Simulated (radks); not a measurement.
The numbers below are computed, except where a source is named.
Polarisability of the oxygen ion O6+, [He], at imaginary frequency. Code: a radial shooting solver on a logarithmic mesh with Libxc functionals. Model: scalar-relativistic Kohn-Sham, LDA (Slater exchange, VWN5 correlation), spin-polarised, spherical densities, finite nucleus; Fermi nuclear charge, rms radius 2.6991 fm. Response by self-consistent Sternheimer equations with the Hartree and adiabatic LDA kernel, the relativistic mass of each level held fixed and spin-orbit coupling left out.

w (hartree),alpha1(iw) (bohr^3),alpha2(iw) (bohr^5)
0.00266,0.002751,0.0001754
0.0143,0.002751,0.0001754
0.0360,0.002751,0.0001754
0.0697,0.002751,0.0001754
0.118,0.002751,0.0001754
0.186,0.002750,0.0001754
0.280,0.002750,0.0001754
0.413,0.002750,0.0001754
0.605,0.002749,0.0001753
0.892,0.002746,0.0001752
1.35,0.002741,0.0001750
2.12,0.002727,0.0001745
3.59,0.002685,0.0001729
6.94,0.002523,0.0001663
17.5,0.001771,0.0001314

Static values: alpha1 = 0.002751 bohr^3 (0.0004076 angstrom^3; uncoupled 0.002827), alpha2 = 0.0001754 bohr^5, alpha3 = 0.00002861 bohr^7. C6 = 0.0001350, C8 = 0.00004822, triple-dipole C9 = 2.811e-07 atomic units. One-pole (London) frequency 4 C6 / (3 alpha1^2) = 23.791 hartree, against 25.277 for minus the highest occupied eigenvalue.
